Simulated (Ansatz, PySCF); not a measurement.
Spin states of BrOV (SMILES [O]=[V][Br]), each relaxed with B3LYP-D3(BJ)/def2-TZVP.
State 1 (charge 0, multiplicity 3):
```
atom    x (Å)    y (Å)    z (Å)
----  -------  -------  -------
V      0.3718  -0.2045   0.2041
O      1.4786  -0.2780  -0.9228
Br    -1.8835   0.5299   0.6483
```
State 2 (charge 0, multiplicity 1):
```xyz
3

V      0.392    -0.228     0.253
O      1.425    -0.254    -0.933
Br    -1.850     0.529     0.610
```

Singlets are restricted, other states unrestricted; no spin–orbit coupling, no relativity up to Kr; see below for the cores. The largest T1 diagnostic is 0.064.

Correlated levels freeze the inner cores; with def2 sets outer-core shells near the valence are correlated too.

Programs: Ansatz (Gaussian orbitals); PySCF for the dispersion terms. 

```
level                   energy of the multiplicity-1 state less that of the multiplicity-3 state (eV)
----------------------  -----------------------------------------------------------------------------
PBE/def2-TZVPP                                                                                  1.056
BLYP/def2-TZVPP                                                                                 0.906
BLYP-D3(BJ)/def2-TZVPP                                                                          0.904
r2SCAN-D4/def2-TZVPP                                                                            1.137
r2SCANh/def2-TZVPP                                                                              1.175
B3LYP-D4/def2-TZVPP                                                                               [?]
wB97M-V/def2-TZVPP                                                                                [?]
B2PLYP/def2-TZVPP                                                                               0.951
B2PLYP-D4/def2-TZVPP                                                                            0.950
```

Q: What belongs in the gaps?

A: 
- B3LYP-D4/def2-TZVPP, energy of the multiplicity-1 state less that of the multiplicity-3 state (eV): 0.983
- wB97M-V/def2-TZVPP, energy of the multiplicity-1 state less that of the multiplicity-3 state (eV): 0.811

Doubts at one or more of the structures used: a restricted determinant that unrestricted orbitals would lower (B2PLYP/def2-TZVPP, B2PLYP-D4/def2-TZVPP).

Ansatz is a program for electronic structure.
